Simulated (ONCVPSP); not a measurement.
## Bi (Z = 83): ONCV pseudisation with PBEsol, scalar-relativistic reference atom.

```
Element                 : bismuth (Bi)
Generator               : ONCVPSP 4.0.1
Type                    : optimised norm-conserving Vanderbilt (ONCV)
Functional              : PBEsol
Relativity              : scalar-relativistic
Frozen core             : [Xe] 4f14
Valence charge          : 15
Reference configuration : 5d10 6s2 6p1 (charge +2)
Partial waves           : 6s: rc 1.40 bohr, ncon 4, nbas 8, qcut 3.6 1/bohr, 1 projector; 6p: rc 2.35 bohr, ncon 5, nbas 10, qcut 3.7 1/bohr, 2 projectors, debl 2.8 Ha; 5d: rc 1.65 bohr, ncon 3, nbas 8, qcut 7.6 1/bohr, 2 projectors, debl 1 Ha
Local potential         : polynomial inside 0.90 bohr (lpopt 5, dvloc0 0 Ha)
Core correction         : Teter function fitted to the true core (icmod 2), fcfact 0.35
```

All-electron outer shells of the reference configuration (PBEsol, scalar-relativistic, ld1.x):

```csv
shell,level (eV),outermost node (bohr),outermost maximum (bohr)
4f,-170.29,–,0.34
5p,-113.42,0.48,0.86
5d,-44.55,0.51,1.03
6s,-30.81,0.98,1.83
6p,-19.23,1.14,2.27
```

Question: Is a potential produced?

Answer: No. ONCVPSP 4.0.1 stopped with "optimize: ERROR ps0norm > uunorm, code will stop": the continuity conditions at rc already need more norm inside rc than the all-electron wave has, so norm conservation cannot be met. It happened in the s channel.
